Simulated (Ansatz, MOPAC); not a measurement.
Molecule: GeSiH$_{3}$ (charge -1, singlet). SMILES: [SiH-]=[GeH2]

Atoms: Si1, Ge2, H3, H4, H5. Bonds: Si1-Ge2, Si1-H3, Ge2-H4, Ge2-H5.

Bond lengths (Å) and angles (degrees) optimised at PM3 with MOPAC; PM6 with MOPAC; MNDO with MOPAC; PBE/6-31G* with LANL2DZ past Ar with Ansatz (a first-principles code); B3LYP/6-31G* with LANL2DZ past Ar with Ansatz; MP2/6-31G* with LANL2DZ past Ar with Ansatz, each started from the B3LYP-D3(BJ)/def2-TZVP structure (Ansatz) of the last column. A row stands for all coordinates that are equal there; 7 of 8 kinds are shown. 6-31G* holds six Cartesian d functions. No wavenumbers were computed at MNDO, PBE/6-31G* with LANL2DZ past Ar, MP2/6-31G* with LANL2DZ past Ar, so these may be saddle points.

| coordinate | PM3 | PM6 | MNDO | PBE/6-31G* with LANL2DZ past Ar | B3LYP/6-31G* with LANL2DZ past Ar | MP2/6-31G* with LANL2DZ past Ar | B3LYP-D3(BJ)/def2-TZVP |
|---|---|---|---|---|---|---|---|
| Si1-Ge2 | 2.176 | 1.971 | 1.953 | 2.284 | 2.274 | 2.265 | 2.249 |
| Si1-H3 | 1.515 | 1.546 | 1.362 | 1.563 | 1.548 | 1.541 | 1.539 |
| Ge2-H4 | 1.478 | 1.532 | 1.511 | 1.601 | 1.582 | 1.583 | 1.570 |
| Ge2-H5 | 1.484 | 1.540 | 1.511 | 1.597 | 1.579 | 1.579 | 1.569 |
| Ge2-Si1-H3 | 98.3 | 111.5 | 180.0 | 89.4 | 90.9 | 90.5 | 91.1 |
| Si1-Ge2-H4 | 122.9 | 135.0 | 129.1 | 132.5 | 132.2 | 131.5 | 132.8 |
| Si1-Ge2-H5 | 114.8 | 117.3 | 129.1 | 125.0 | 124.8 | 124.8 | 124.4 |

Mean signed difference of all 4 bond lengths from B3LYP-D3(BJ)/def2-TZVP: PM3 -0.069 Å, PM6 -0.084 Å, MNDO -0.147 Å, PBE/6-31G* with LANL2DZ past Ar 0.029 Å, B3LYP/6-31G* with LANL2DZ past Ar 0.014 Å, MP2/6-31G* with LANL2DZ past Ar 0.010 Å.
